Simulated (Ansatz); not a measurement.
An input meant for the cluster HfTe2⁺ (charge 1, doublet).

```yaml
crystal:
  periodic: [false, false, false]
  atoms:
    - {symbol: Hf, position_ang: [-0.440334, 0.999118, 0.046700]}
    - {symbol: Te, position_ang: [-1.071892, -1.460761, -0.036552]}
    - {symbol: Te, position_ang: [1.884431, 0.408740, -0.027370]}
basis:
  gaussian: {orbitals: def2-mTZVPP}
total_charge: 1
magnetization: {spin_polarized: true, initial_magnetization: 1}
hamiltonian: {xc: {name: LC-wPBE}, pseudopotentials: {relativity: none}}
relax: {f_tol: 0.0001, max_steps: 1}
```

```sh
$ ansatz run in.yaml --threads 4 --pin off --events-out ev --progress --plain --max-ram 3916MiB
```

Output, abridged:

```
Functional definition: LC-wPBE
1048 factors; their error is unknown
408 factors; integrals over basis functions are off by at most 2.8e-6 eV
mean field evaluation 1: about -15882.9996 eV, gradient 2.4e1 eV
mean field evaluation 2: about -15872.5514 eV, gradient 5.4e1 eV
mean field evaluation 4: about -15887.6274 eV, gradient 2.2e0 eV
mean field evaluation 8: about -15887.7050 eV, gradient 1.3e-1 eV
mean field evaluation 16: about -15887.4530 eV, gradient 1.1e-2 eV
mean field evaluation 32: about -15887.4530 eV, gradient 4.7e-5 eV
mean field -15887.45300101 eV, -583.8531288848 hartree, gradient 4.7e-5 eV, S^2 0.825810; 5 other end points of the search recorded, 0 dependent functions left out
reference -15887.45300102 eV, -583.8531288850 hartree; 30, 29 occupied and 78, 79 virtual orbitals, 1048 factors
relax step   1: F+E_penalty+E_count = -15887.45300101 eV  Δ(F+E_penalty+E_count) = +0.000e0 eV  max|allowed force component| = 2.809e0 eV/Å  Δτ_max = 0.0000 Å  (138 SCF iters, accepted)
Error: geometry relaxation did not converge after 1 steps: max|allowed force component| = 2.81e0 eV/Å (threshold 1.0e-4). Raise `relax.max_steps` over both its present limit and 1, loosen `relax.f_tol`, or start from a geometry closer to equilibrium. Where this run's directory can be resumed (`checkpoint.write`), a resume goes on for up to `relax.max_steps` more
```

Q: What is wrong with this run?

A: The relaxation is allowed too few steps for its threshold. The SCF steps converged, but the relaxation ran out of steps.
